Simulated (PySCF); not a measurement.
# Hf(OH)4: from a saddle point downhill

PySCF 2.14.0, RKS BP86, Hf def2-SVP with ECP60, O def2-SVP, H def2-SVP; non-relativistic Hamiltonian with scalar-relativistic core potentials where named; density fitting; no spin-orbit coupling. Relaxed within the symmetry of its start, the geometry (C4v) is

```xyz
9

Hf    0.0000    0.0000   -0.0535
O     1.9684    0.0000    0.1263
H     2.8980    0.0000    0.3854
O     0.0000    1.9684    0.1263
H     0.0000    2.8980    0.3854
O    -1.9684    0.0000    0.1263
H    -2.8980    0.0000    0.3854
O     0.0000   -1.9684    0.1263
H     0.0000   -2.8980    0.3854
```

and its lowest harmonic modes are -319, -319, -317, -199, -191, 35 cm⁻¹ (negative: unstable). It was moved along the lowest mode and relaxed again, within the group Cs that the move left.

Q: Where does it end, and how much lower?

A: In Cs, 2.308 eV lower, after 54 steps:
```xyz
9

Hf   -0.0668    0.0000    0.2387
O     1.6777    0.0000   -0.6160
H     2.5875    0.0000   -0.9344
O    -0.2451    1.5897    1.3432
H    -0.4185    2.3797    1.8677
O    -1.4493    0.0000   -1.1338
H    -1.9075    0.0000   -1.9830
O    -0.2451   -1.5896    1.3433
H    -0.4185   -2.3796    1.8678
```

Q: How do the contacts change?

A: 
| contact | saddle (Å) | end (Å) |
| --- | --- | --- |
| Hf1–O2 (OH) | 1.977 | 1.943 |
| Hf1–O4 (OH) | 1.977 | 1.944 |
| Hf1–O6 (OH) | 1.977 | 1.948 |
| Hf1–O8 (OH) | 1.977 | 1.944 |


Q: Is the end a minimum?

A: Yes; lowest modes 59, 74, 82, 136, 139, 152 cm⁻¹.

State: singlet.
